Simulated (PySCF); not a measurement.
H₈Si₂Sn, SMILES [SiH3][SnH2][SiH3]. Heavy atoms are numbered as in [SnH2:1]([SiH3:2])[SiH3:3]. Hydrogens are named by the atom that carries them.

Geometry: PBE0-D3(BJ)/def2-SVP. The structure was generated by enumeration; whether it is a known compound was not checked. The def2 effective core potentials stand for the cores of Sn; spin–orbit coupling is left out.

Level of theory: HF/def2-TZVP (PySCF).

ESP charges are fitted to the potential on shells at 1.4 to 2.0 van der Waals radii. Atomic charges (e), one atom of each kind:

```csv
atom,Löwdin,Mulliken,ESP fit
Sn1 (SnH2),(withheld),0.32,0.29
Si2 (SiH3),(withheld),0.04,0.16
H on Sn1,(withheld),-0.08,-0.12
H on Si2,(withheld),-0.04,-0.06
```

Question: Fill in the missing entries. (Estimate from the structure and the level; the computed values follow.)

Answer: 
- Sn1 (SnH2), Löwdin: 0.17
- Si2 (SiH3), Löwdin: 0.13
- H on Sn1, Löwdin: -0.08
- H on Si2, Löwdin: -0.05
